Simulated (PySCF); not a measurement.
## Excitation energy of Si by level of theory

Si [Ne] 3s2 3p2 (3P) → Si [Ne] 3s1 3p2 3d1 (high-spin determinant), as a difference of total energies. Computed with PySCF 2.14 in aug-cc-pCVTZ-DK, with scalar relativity by spin-free X2C-1e. Correlated levels: valence: [Ne] frozen. The calculations carry no spin-orbit coupling.

| method | excitation energy (eV) |
| --- | --- |
| UHF | 10.275 |
| MP2 (valence) | 11.311 |
| SCS-MP2 (valence) | 11.730 |
| CCSD (valence) | 11.359 |
| CCSD(T) (valence) | 11.333 |

How much does correlation contribute at CCSD(T) (valence)?

11.333 − (10.275) = 1.058 eV, measured against UHF.

The upper state lies above the first ionisation limit, but in LS coupling its spin forbids autoionisation to the ground ion.

The promoted electron is Rydberg-like, and one or two diffuse shells describe it only roughly, which tends to raise the upper state.

The coupled-cluster amplitudes are large for the upper state (T1 above 0.03 or a double amplitude above 0.15), so a single reference is strained.

The determinant of the upper state mixes LS terms, which raises its energy above the lowest term, most at the Hartree-Fock and MP2 levels.
